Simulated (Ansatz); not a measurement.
System: C5H9O, net charge 0, doublet state. It need not be the lowest isomer of its formula. 
Coordinates optimised at B3LYP-D3(BJ)/def2-TZVP (Ansatz, an electronic-structure program):
SMILES: O=[C]CCCC
```xyz
15

C     -2.7925    -0.2900    -0.3229
C     -1.3812    -0.6093    -0.8083
C     -0.3010     0.0348     0.0572
C      1.1098    -0.2894    -0.4351
C      2.2218     0.3236     0.3862
O      2.1375     1.0087     1.3426
H     -2.9455    -0.6449     0.6988
H     -3.5465    -0.7605    -0.9561
H     -2.9753     0.7869    -0.3294
H     -1.2350    -1.6943    -0.8225
H     -1.2646    -0.2725    -1.8436
H     -0.4049    -0.2998     1.0926
H     -0.4345     1.1196     0.0733
H      1.2968    -1.3677    -0.4506
H      1.2674     0.0452    -1.4652
```
Charge 0, spin multiplicity 2.

Quantity: atomisation energy (electronic, to ground-state atoms), in eV. Correlated levels leave the core frozen unless marked. UHF or UKS for open shells. No spin-orbit coupling. No relativistic terms. The coupled-cluster limit lacks core correlation, which all-electron functionals hold. CBS marks a two-point X^-3 extrapolation of the correlation energy; Hartree-Fock from the larger set. The bracket is a focal-point correction in the basis named.

| level | program | atomisation energy (eV) |
|---|---|---|
| revPBE-D3(BJ)/def2-TZVPD | Ansatz + dftd3 | 63.53 |
| revPBE/def2-TZVPD | Ansatz | 62.75 |
| B3LYP-D3(BJ)/def2-TZVPD | Ansatz + dftd3 | 63.65 |
| CAM-B3LYP-D3(BJ)/def2-TZVPD | Ansatz + dftd3 | 63.84 |
| CAM-B3LYP-D4/def2-TZVPD | Ansatz + dftd4 | 63.85 |

Predict the RI-MP2/CBS(cc-pVTZ,cc-pVQZ)+[CCSD(T)-MP2]/cc-pVTZ result (Ansatz).

63.49 eV
